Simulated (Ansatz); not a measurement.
Mulliken charges of `[GeH3][NH][GeH3]` from r2SCAN/def2-TZVPP in Ansatz (PBE0-D4/def2-TZVP geometry).

```csv
atom,x (Å),y (Å),z (Å),charge (e)
Ge1,-1.137,0.838,-0.788,0.260
N2,0.497,0.030,-0.565,-0.496
Ge3,1.038,-0.779,0.993,0.260
H4,-2.295,-0.172,-0.957,-0.042
H5,-1.064,1.726,-2.042,-0.025
H6,-1.384,1.678,0.475,-0.012
H7,0.850,-0.416,-1.401,0.133
H8,0.371,-2.154,1.225,-0.042
H9,0.645,0.169,2.136,-0.012
H10,2.562,-0.971,0.928,-0.025
```

**Question.** By hand: the dipole of these point charges (1 e Å = 4.8032 D).

**Answer.** Σ q r = (-0.107, 0.002, 0.132) e Å, of length 0.170 e Å = 0.82 D.

**Question.** How does the dipole of the full density compare? (An estimate is asked.)

**Answer.** The calculation gave: (0.020, -0.087, -0.103) e Å, 0.65 D; the point charges give 1.26 times that, at 133° from its direction, so they point the opposite way.

Point charges leave out the atoms' own dipoles, such as those of lone pairs, and Mulliken's split depends on the basis, so the two needn't agree.
